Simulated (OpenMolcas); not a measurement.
## P II: effect of the level shift or regulariser

| Property | Result |
| --- | --- |
| Program | OpenMolcas 26.06 |
| Basis | ANO-L-VTZP [5s4p2d1f] |
| Scalar Hamiltonian | non-relativistic, point nucleus |
| Active space | 2 electrons in 3 orbitals (3p) |
| State averaging | 2S+1 = 3 even, 3 roots; 2S+1 = 1 even, 6 roots |
| Spin-orbit coupling | RASSI with atomic mean-field integrals over the reference wave functions, term energies averaged over their components |

Methods on the same reference wave functions:
A. CASSCF
B. SS-CASPT2, IPEA 0.25 Eh, imaginary shift 0.1 Eh (closed shells correlated: 2s 2p 3s)
C. SS-CASPT2, IPEA 0.25 Eh, real shift 0.2 Eh (closed shells correlated: 2s 2p 3s)

Energies in cm-1 above 3s2 3p2 3P0, the measured ground level; measured values from NIST Handbook of Basic Atomic Spectroscopic Data.

```json
{"Level": "3s2 3p2 3P0", "A": "0.0", "B": "0.0", "C": "0.0", "Measured": "0.0"}
{"Level": "3s2 3p2 3P1", "A": "145", "B": "147", "C": "146", "Measured": "165"}
{"Level": "3s2 3p2 3P2", "A": "421", "B": "422", "C": "422", "Measured": "469"}
{"Level": "3s2 3p2 1D2", "A": "11611", "B": "9000", "C": "9050", "Measured": "8882"}
{"Level": "3s2 3p2 1S0", "A": "28375", "B": "22090", "C": "22230", "Measured": "21576"}
```

Deviations, from unrounded energies. A percentage is the sum of absolute deviations over the sum of measured energies, with the sign that they share, or ± where signs differ.

```json
{"Against measurement": "mean absolute deviation (cm-1)", "Levels": "4", "A": "2400", "B": "180", "C": "220"}
{"Against measurement": "fine structure of the ground term (%)", "Levels": "2", "A": "-10.7", "B": "-10.4", "C": "-10.4"}
{"Against measurement": "other terms of the ground configuration (%)", "Levels": "2", "A": "+31.3", "B": "+2.1", "C": "+2.7"}
```

B lies closest to measurement on these levels and A furthest from it. The largest miss of B in the table is 3s2 3p2 1S0, by +520 cm-1. The ranking rests on the paired levels alone, and a cruder setting can come out closer through cancelling errors.

Between B and C the level of the table that moves most is 3s2 3p2 1S0, by 130 cm-1 (lowest in B, highest in C). Moves below CASPT2's spread within the term are not significant.

The mean deviations of B to C differ by less than CASPT2's widest spread within a term (230 cm-1), so their order carries little weight.

From A to B the spin-free energies of the other terms of 3s2 3p2 shown, above 3P, scale by factors of 0.77 to 0.78.

The lowest spin-free term lies below A's lowest term by 0.077 hartree in B, 0.076 hartree in C.

CASPT2 breaks the degeneracy within a term, and the mean is taken; among the terms shown or strongly mixed into the levels shown the widest spread is 230 cm-1 (3s2 3p2 1D, B). With the s shell closed, the reference lacks s² → p² mixing. Without dynamic correlation excited terms often stand tens of per cent too high (terms of higher spin than the ground term too low), and those without a measured partner can miss by more than the paired ones (holds for A). Computed and measured levels are paired by configuration, term and J; levels that our copy of the source lacks, or whose pairing is in doubt (as where it misses far off the trend of its configuration), stay unpaired and out of the deviations. Only configurations of the active space appear.
